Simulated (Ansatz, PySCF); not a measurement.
Breaking a bond: BeO, singlet.

- RKS-PBE = restricted PBE/cc-pVDZ (Ansatz, a program for electronic structure)
- UKS-PBE = unrestricted PBE/cc-pVDZ (Ansatz)
- UKS-M06-2X = PySCF with unrestricted M06-2X/cc-pVDZ
- UKS-PBE0 = unrestricted PBE0/cc-pVDZ run with PySCF 2.14.0

Energies relative to the lowest point of each curve near equilibrium, in mEh; the last columns give the difference from UKS-PBE0:

| R / Å | RKS-PBE | UKS-PBE | UKS-M06-2X | UKS-PBE0 | RKS-PBE − UKS-PBE0 | UKS-PBE − UKS-PBE0 | UKS-M06-2X − UKS-PBE0 |
|---|---|---|---|---|---|---|---|
| 1.00 | 218.6 | 218.6 | 206.1 | 207.8 | 10.8 | 10.8 | -1.7 |
| 1.06 | 132.2 | 132.2 | 119.9 | 122.4 | 9.8 | 9.8 | -2.4 |
| 1.13 | 66.4 | 66.4 | 56.0 | 58.5 | 7.9 | 7.9 | -2.5 |
| 1.18 | 36.4 | 36.4 | 28.0 | 30.2 | 6.3 | 6.3 | -2.2 |
| 1.24 | 14.2 | 14.2 | 8.6 | 10.1 | 4.1 | 4.1 | -1.5 |
| 1.29 | 4.3 | 4.3 | 1.3 | 2.0 | 2.3 | 2.3 | -0.7 |
| 1.32 | 1.2 | 1.2 | 0.0 | 0.1 | 1.1 | 1.1 | -0.1 |
| 1.35 | 0.0 | 0.0 | 0.5 | 0.0 | 0.0 | 0.0 | 0.5 |
| 1.41 | 1.9 | 1.9 | 5.8 | 4.1 | -2.2 | -2.2 | 1.8 |
| 1.46 | 6.8 | 6.8 | 13.6 | 10.8 | -4.0 | -4.0 | 2.8 |
| 1.54 | 19.0 | 18.5 | 28.9 | 21.7 | -2.7 | -3.2 | 7.2 |
| 1.63 | 36.7 | 34.4 | 36.1 | 29.7 | 7.0 | 4.7 | 6.3 |
| 1.81 | 76.9 | 64.8 | 59.9 | 52.5 | 24.3 | 12.2 | 7.4 |
| 2.01 | 120.1 | 93.8 | 91.8 | 83.0 | 37.1 | 10.8 | 8.8 |
| 2.17 | 150.5 | 115.8 | 116.9 | 106.7 | 43.7 | 9.0 | 10.2 |
| 2.41 | 187.1 | 144.6 | 150.1 | 136.8 | 50.3 | 7.7 | 13.3 |
| 2.65 | 214.1 | 166.4 | 173.3 | 156.8 | 57.3 | 9.6 | 16.5 |
| 2.95 | 237.2 | 183.8 | 184.1 | 170.6 | 66.6 | 13.2 | 13.5 |
| 3.26 | 252.4 | 193.9 | 188.7 | 177.8 | 74.6 | 16.1 | 10.9 |
| 3.60 | 262.5 | 200.1 | 190.9 | 181.6 | 80.9 | 18.5 | 9.3 |
| 3.96 | 269.1 | 203.9 | 192.0 | 183.5 | 85.5 | 20.3 | 8.5 |
| 4.62 | 275.3 | 207.4 | 192.7 | 184.6 | 90.8 | 22.8 | 8.1 |
| 5.26 | 278.1 | 208.8 | 193.2 | 185.1 | 93.0 | 23.7 | 8.1 |

RKS-PBE is furthest from UKS-PBE0 at 5.26 (93.0 mEh, above); its mean absolute difference over the points is 33.1 mEh.

UKS-PBE is furthest from UKS-PBE0 at 5.26 (23.7 mEh, above); its mean absolute difference over the points is 9.6 mEh.

UKS-M06-2X is furthest from UKS-PBE0 at 2.65 (16.5 mEh, above); its mean absolute difference over the points is 6.3 mEh.

The restricted form behind RKS-PBE keeps the bonding electrons paired and can't separate into open-shell fragments. The unrestricted solution behind UKS-PBE changes between 1.63 and 1.81 Å, which can leave a kink. The unrestricted determinant behind UKS-PBE is spin-contaminated at 1.54 to 5.26 Å (<S²> up to 1.0, against 0.00 for a pure singlet). The unrestricted determinant behind UKS-M06-2X, UKS-PBE0 is spin-contaminated at 1.54 to 5.26 Å (<S²> up to 1.1, against 0.00 for a pure singlet).
